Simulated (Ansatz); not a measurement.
One change: `CCCCCBr` becomes `CCCCCl`.

Ansatz, PBE0-D4/def2-TZVP geometries, multiplicity 1. Each molecule was computed in one conformer, which needn't be the lowest.

Scalar relativity is left out up to krypton. Spin–orbit coupling is left out; it splits and shifts lone-pair levels of the heavy atoms by tenths of an eV.

| property | `CCCCCBr` |
| --- | --- |
| LUMO energy (B3LYP/def2-TZVPP) / eV | -0.07 |
| LUMO energy (PBE/def2-TZVPP) / eV | -0.83 |
| HOMO energy (PBE0/def2-TZVPP) / eV | -7.75 |
| HOMO energy (ωB97M-V/def2-TZVPP) / eV | -10.02 |
| HOMO–LUMO gap (PBE/def2-TZVPP) / eV | 5.63 |
| size of the dipole moment (PBE/def2-TZVPP) / D | 2.08 |

Question: What does the change do to each property? (Best estimate.)

Answer: The calculation gave: 
```
                                      property  `CCCCCl`  shift
           LUMO energy (B3LYP/def2-TZVPP) / eV      0.66   0.73
             LUMO energy (PBE/def2-TZVPP) / eV     -0.11   0.72
            HOMO energy (PBE0/def2-TZVPP) / eV     -8.22  -0.47
         HOMO energy (ωB97M-V/def2-TZVPP) / eV    -10.54  -0.52
           HOMO–LUMO gap (PBE/def2-TZVPP) / eV      6.70   1.07
size of the dipole moment (PBE/def2-TZVPP) / D      1.91  -0.17
```

With PBE0 the HOMO falls by 0.47 eV and the LUMO rises by 0.76 eV, so the gap widens by about 1.23 eV. PBE moves the HOMO by -0.35 eV and ωB97M-V by -0.52 eV. Dipoles are sizes alone; their direction can turn.

B3LYP here is the variant with VWN-RPA as its local correlation; programs differ in this.

Positive LUMOs are unbound, so they and the gaps depend on the basis.
